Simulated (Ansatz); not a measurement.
C2H8BNO can be A, `BNC(C)O`, or B, `CBNCO`.

Gas-phase electronic energies from Ansatz, PBE0-D4/def2-TZVP geometries. CCSD(T)/CBS is the MP2 limit (def2-TZVPP, def2-QZVPP) plus CCSD(T) − MP2 in def2-TZVPP, frozen cores. DFT in def2-TZVPP. B3LYP here is the variant with VWN-RPA as its local correlation; programs differ in this. Each species was taken in one conformer, which may not be the lowest.

Which is lower in electronic energy at CCSD(T)/CBS, and by how much? (An estimate is asked.)

The calculation gave: B, by 5.9 kcal/mol.

Give E(B) − E(A) in kcal/mol with PBE-D4, r2SCAN-D4, MP2/def2-TZVPP, B2PLYP, ωB97M-V, B3LYP, B3LYP-D4. (An estimate is asked.)

The calculation gave: PBE-D4 -7.1, r2SCAN-D4 -6.8, MP2/def2-TZVPP -5.8, B2PLYP -6.6, ωB97M-V -6.3, B3LYP -7.3, B3LYP-D4 -6.6. None reverses the order clearly.

Largest T1 diagnostic: 0.012.
